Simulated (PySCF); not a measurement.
CH4N, SMILES [CH2]N, multiplicity 2.

Coordinates come from a PBE-D3(BJ)/def2-TZVP optimisation. The isomer is the one that the SMILES or the coordinates give; other isomers of the formula were not compared.

Level of theory: PBE-D3(BJ)/def2-TZVP run with PySCF.

Harmonic, unscaled wavenumbers; measured fundamentals usually lie a few per cent lower.

```tsv
mode	ν (cm⁻¹)	IR (km/mol)	moving atoms (share of kinetic energy)
1	438	33.3	H 98 %
2	577	151.7	H 81 %, C 18 %
3	675	143.1	H 73 %, N 21 %
4	913	0.0	H 98 %
5	1209	19.0	C 38 %, N 37 %, H 25 %
6	1284	2.5	H 72 %, C 15 %, N 14 %
7	1430	2.3	H 82 %, C 17 %
8	1598	31.1	H 89 %, N 10 %
9	3085	13.5	H 96 %
10	3194	12.9	H 89 %, C 11 %
11	3443	2.4	H 96 %
12	3546	10.1	H 91 %, N 9 %
```
